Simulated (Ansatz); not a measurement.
The same hydrogenolysis along the group O, S, Se.

Isolated molecules relaxed with PBE0-D4/def2-TZVP in Ansatz; ΔE leaves out vibrations. CCSD(T)/CBS is the MP2 limit (def2-TZVPP, def2-QZVPP) plus CCSD(T) − MP2 in def2-TZVPP, frozen cores. This one scheme is used for every species. DFT in def2-TZVPP. B3LYP here is the variant with VWN-RPA as its local correlation; programs differ in this. For Se outer-core shells are correlated without core-valence functions, which leaves a few kJ/mol of doubt a bond. Scalar relativity is left out up to krypton.

| reaction | LDA (SPW92) (kcal/mol) | B3LYP-D4 (kcal/mol) | RPA@PBE/def2-TZVPP (kcal/mol) | PBE-D4 (kcal/mol) |
| --- | --- | --- | --- | --- |
| `Fc1ccco1` + H₂ → `c1ccoc1` + H–F | -20.0 | -22.7 | -23.7 | -21.5 |
| `Fc1cccs1` + H₂ → `c1ccsc1` + H–F | -24.6 | -26.7 | -28.0 | -25.4 |
| `Fc1ccc[se]1` + H₂ → `c1cc[se]c1` + H–F | -24.0 | -26.1 | -27.7 | -24.8 |

Q: Give the CCSD(T)/CBS values in the same order. (Best estimate.)

A: Ansatz gave: -26.3, -30.7, -30.4 kcal/mol.

Largest T1 diagnostic: 0.013, for `c1ccoc1`.
